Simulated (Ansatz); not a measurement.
System: BO, net charge 0, doublet state. SMILES: O=[B]
Geometry: optimised at B3LYP-D3(BJ)/def2-TZVP (Ansatz, a first-principles code).

Property: vertical ionisation energy (to the singlet state of charge +1; each state is the SCF solution reached for its spin; for the singlet the Hartree-Fock reference is unstable and T1 is 0.049), in eV. Cores are frozen in the correlated levels unless marked. UHF or UKS for open shells. Spin-orbit coupling is left out. No relativistic terms. CBS(X,Y): correlation extrapolated as X^-3; Hartree-Fock from the larger set.

CCSD(T)/CBS(aug-cc-pVTZ,aug-cc-pVQZ) (Ansatz) gives 13.02 eV.

Problem. Another calculation gave 13.24 eV. Which level was it?
(A) CAM-B3LYP/def2-TZVPD (Ansatz)
(B) PBE/def2-TZVPD (Ansatz)
(C) B3LYP/def2-TZVPD (Ansatz)
(D) wB97X-V/def2-TZVPD (Ansatz)

Solution. C, B3LYP/def2-TZVPD (Ansatz). The others give 12.97 (PBE), 13.35 (CAM-B3LYP), 13.12 (wB97X-V) eV.
